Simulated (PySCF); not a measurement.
Stretching GeB

Set-up: Ge aug-cc-pVDZ-PP with ECP10, B aug-cc-pVDZ; scalar-relativistic core potentials (PySCF 2.14). Energies in eV from Ge + B in their ground configurations at the same level. State: ⁴Σ⁻ (quartet), unpaired electrons σ ↑, π ↑↑.

All columns are UHF. A positive dipole means Ge(−)B(+).

```
R (Å)  E (eV)  μ (D)  Mulliken charge on Ge (basis-dependent)  HOMO (eV)  LUMO (eV)  Mayer bond order  ⟨S²⟩
1.715  -1.202  -0.01                                     0.46      -9.30       0.00              1.77  3.76
1.795  -1.652  -0.14                                     0.41      -9.27       0.06              1.80  3.76
1.874  -1.873  -0.23                                     0.38      -8.95       0.11              1.80  3.76
1.934  -1.928  -0.28                                     0.36      -8.74       0.14              1.79  3.76
1.994  -1.916  -0.29                                     0.34      -8.54       0.17              1.75  3.76
2.054  -1.856  -0.27                                     0.32      -8.36       0.20              1.68  3.76
2.134  -1.731  -0.17                                     0.29      -8.15       0.24              1.54  3.76
2.233  -1.543   0.03                                     0.24      -7.95       0.27              1.33  3.77
2.353  -1.311   0.37                                     0.18      -7.76       0.24              1.10  3.77
2.512  -1.020   0.88                                     0.10      -7.58       0.24              0.83  3.77
```

A fit through these points gives, at Re = 1.951 Å, μ = -0.29 D and dμ/dR = -0.353 D/Å; the reduced mass is 9.582 u.

Q: How strong is the fundamental in the double-harmonic approximation, I = 42.26·(dμ/dR)²/μred km/mol?

A: I = 42.26·(-0.353)²/9.582 = 0.550 km/mol at UHF.

Spin–orbit coupling is left out. Hartree–Fock leaves out correlation, which carries a large part of most bond energies and some tenths to 1 eV of ionisation energies. The state is the lowest determinant that a PBE0 search found; another state may lie lower at other levels.
